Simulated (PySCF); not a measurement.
Partial charges of `CO[SiH](OC)P([SiH3])[SiH3]`

Compound: C2H13O2PSi3.
Structure used (GFN2-xTB), in Å, numbered top down from 1:
```xyz
21
C2H13O2PSi3 angstrom
C      0.3319    2.9354    0.1334
O      0.9976    1.7201   -0.0535
Si     0.6381    0.3223    0.6900
O      1.3013   -0.8715   -0.1717
C      2.6587   -0.9814   -0.5035
P     -1.5530    0.0135    0.7193
Si    -1.9895   -0.0782   -1.4615
Si    -1.6382   -2.1323    1.2906
H     -0.7215    2.7639    0.3729
H      0.4083    3.5107   -0.7901
H      0.7938    3.4936    0.9507
H      1.1525    0.3488    2.0639
H      2.7637   -1.8162   -1.1963
H      3.0162   -0.0645   -0.9724
H      3.2502   -1.1747    0.3932
H     -3.4013   -0.4507   -1.5735
H     -1.7832    1.2678   -2.0025
H     -1.1735   -1.0390   -2.2073
H     -1.1602   -2.2187    2.6711
H     -3.0512   -2.5060    1.2068
H     -0.8495   -3.0260    0.4398
```

Density: PBE0/pcSseg-1 (PySCF); schemes: Mulliken, IAO, Hirshfeld and ESP-fitted. The structure is a single GFN2-xTB conformer in the gas phase; no vibrational or solvent corrections.

Problem. What partial charge does each atom carry?

Solution. In e; atoms taken as equivalent share a row and are averaged (×n: the atom named and its like, n in all):

| atom | environment | Mulliken | IAO | Hirshfeld | ESP-fitted |
| --- | --- | --- | --- | --- | --- |
| C1/C5 | methoxy carbon | -0.017 | -0.197 | -0.031 | -0.197 |
| O2/O4 | silyl ether oxygen | -0.637 | -0.645 | -0.224 | -0.339 |
| Si3 | oxygen-bound silicon | +0.992 | +1.168 | +0.396 | +0.757 |
| P6 | three-coordinate phosphorus | -0.662 | -0.397 | -0.131 | -0.502 |
| Si7/Si8 | SiH3 silicon | +0.346 | +0.428 | +0.254 | +0.350 |
| H9 (×6) | methyl hydrogen | +0.114 | +0.141 | +0.044 | +0.112 |
| H12 | Si–H hydrogen | -0.100 | -0.173 | -0.090 | -0.126 |
| H16 (×6) | Si–H hydrogen | -0.049 | -0.103 | -0.072 | -0.072 |

Mean size of the charges over all atoms: IAO 0.273 e, Mulliken 0.225 e, ESP-fitted 0.203 e, Hirshfeld 0.111 e. Each set sums to the total charge, 0, to within 0.001 e. The Mulliken scheme gives each basis function's population to the atom it is centred on and halves the overlap population of two atoms between them. The IAO scheme projects the occupied orbitals on a minimal set of polarised atomic orbitals and counts the electrons in each atom's part of it.

Some averages cover members that differ in this geometry: C1/C5, ESP-fitted -0.224 to -0.169; O2/O4, ESP-fitted -0.363 to -0.315; H9 (×6), ESP-fitted +0.097 to +0.133; H16 (×6), ESP-fitted -0.092 to -0.058 e.

Lowest charge. The schemes don't all agree: Mulliken P6 (-0.662); IAO O2/O4 (-0.645); Hirshfeld O2/O4 (-0.224); ESP-fitted P6 (-0.502).

Highest charge. All schemes agree: Mulliken Si3 (+0.992); IAO Si3 (+1.168); Hirshfeld Si3 (+0.396); ESP-fitted Si3 (+0.757).

Problem. How many electrons does the Mulliken scheme count on C5?

Solution. Its own charge is -0.011 e, so Z − q = 6.011.

Problem. Sum the charges by element, for elements with more than one atom.

Solution. 
| element | atoms | Mulliken | IAO | Hirshfeld | ESP-fitted |
| --- | --- | --- | --- | --- | --- |
| C | 2 | -0.033 | -0.395 | -0.063 | -0.393 |
| O | 2 | -1.274 | -1.290 | -0.449 | -0.678 |
| Si | 3 | +1.684 | +2.023 | +0.903 | +1.456 |
| H | 13 | +0.286 | +0.058 | -0.261 | +0.117 |

These values come from a run that also computed NMR shieldings. On one thread, Arm Neoverse V2 (aarch64), shared host, this took 46 s and 1.1 GiB of memory at its peak.
